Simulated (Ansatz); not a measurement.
The same path of CH7BO2Si (12 atoms, charge 0, multiplicity 1) was run twice with different band settings. The coordinate that changes most is the angle B3–O4–Si5.

The calculation used Ansatz 0.2.0, RKS PBE0/def2-SVP.

Relaxed end points:

```xyz
12
Properties=species:S:1:pos:R:3
O -1.193 2.298 1.114
C -0.959 0.913 1.119
B -0.024 0.475 -0.068
O 0.280 -0.840 -0.188
Si 1.222 -1.699 -1.280
H -1.764 2.514 1.856
H -0.478 0.559 2.060
H -1.894 0.315 1.039
H 0.423 1.278 -0.865
H 1.819 -0.773 -2.286
H 2.295 -2.394 -0.516
H 0.351 -2.702 -1.953
```

```xyz
12
Properties=species:S:1:pos:R:3
O -0.818 2.166 1.608
C -1.092 0.960 0.943
B 0.179 0.401 0.203
O 0.058 -0.762 -0.481
Si 1.143 -1.670 -1.385
H -1.622 2.466 2.042
H -1.451 0.159 1.628
H -1.898 1.059 0.180
H 1.247 0.982 0.232
H 0.626 -1.757 -2.778
H 2.490 -1.027 -1.372
H 1.215 -3.032 -0.787
```

Common settings: movable images 5; climbing image yes; optimiser quadratic models (default); start path through a guess of the saddle point; force threshold 0.05 eV/Å; iteration limit 60; end points relaxed.

| run | spring |
| --- | --- |
| 1 | 5.0 eV/Å² |
| 2 | 0.1 eV/Å² |

Task: What does each run give, and how far can it be trusted?

Result: Run 1: not converged after 60 iterations, highest image 0.142 eV above the first end. The band didn't meet its force threshold, so its energies are provisional: the largest band force was still 0.10 eV/Å, and over the last iterations the top stayed at 0.14 eV. Neighbouring images lie up to 4.2 Å apart, so the band is torn or far too coarse.
Run 2: converged after 30 iterations, highest image 0.133 eV above the first end. The profile has 2 maxima (images 2, 4) with wells between them (image 3): this band takes more than one step, which may be the mechanism or a detour left from its start path. The order of the stationary point at the top wasn't checked.
